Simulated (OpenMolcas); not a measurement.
Mo3+ (d3) in a complex was computed by CASSCF with the d shell active (OpenMolcas, ANO-RCC-VTZP on the metal). Its lowest spin-free states, and all those of the highest spin:

```json
{"2S+1": "4", "Degeneracy": "1", "E (cm-1)": "0.0"}
{"2S+1": "2", "Degeneracy": "2", "E (cm-1)": "13612"}
{"2S+1": "2", "Degeneracy": "3", "E (cm-1)": "14208"}
{"2S+1": "4", "Degeneracy": "3", "E (cm-1)": "17708"}
{"2S+1": "2", "Degeneracy": "3", "E (cm-1)": "20625"}
{"2S+1": "4", "Degeneracy": "3", "E (cm-1)": "24392"}
{"2S+1": "2", "Degeneracy": "1", "E (cm-1)": "28697"}
{"2S+1": "2", "Degeneracy": "3", "E (cm-1)": "29989"}
{"2S+1": "2", "Degeneracy": "3", "E (cm-1)": "30945"}
{"2S+1": "2", "Degeneracy": "2", "E (cm-1)": "32626"}
{"2S+1": "2", "Degeneracy": "3", "E (cm-1)": "34918"}
{"2S+1": "4", "Degeneracy": "3", "E (cm-1)": "38805"}
```

Problem. Is the site octahedral, tetrahedral or cube-like, axial, or of lower symmetry?

Solution. The states with 2S+1 = 4 have orbital degeneracies 1, 3, 3, 3. Threefold states need a cubic site. For d3 at this spin an octahedron puts the single A2 below the threefold T2 and a tetrahedron or cube puts the threefold T1 below the threefold T2, so the site is octahedral. The first gap at this spin, 17700 cm-1, is |10Dq| in ligand-field theory. The run had Mo3+ with 6 ligands (chloride) in octahedral coordination (Oh) at 2.45 Å. A charge of +0.5 e stands 2.6 Å behind each ligand. Ligand basis ANO-RCC-VDZP.

Without dynamic correlation the repulsion within the d shell is too large (B by tens of per cent), so at a given field states of lower spin stand too high. The least metal-like active orbital is 79 % on the metal (Löwdin) and no ligand orbital is active, so the numbers are rough. With metal d orbitals alone the field can be off either way by tens of per cent. Ligand-to-metal charge-transfer states are missing. With no ligand orbital active B as a rule stays too high, so bands that hang on it stand too high and its fall with covalency is understated. No measured value stands beside these numbers; the geometry was imposed, not optimised, and the real ion may take another.
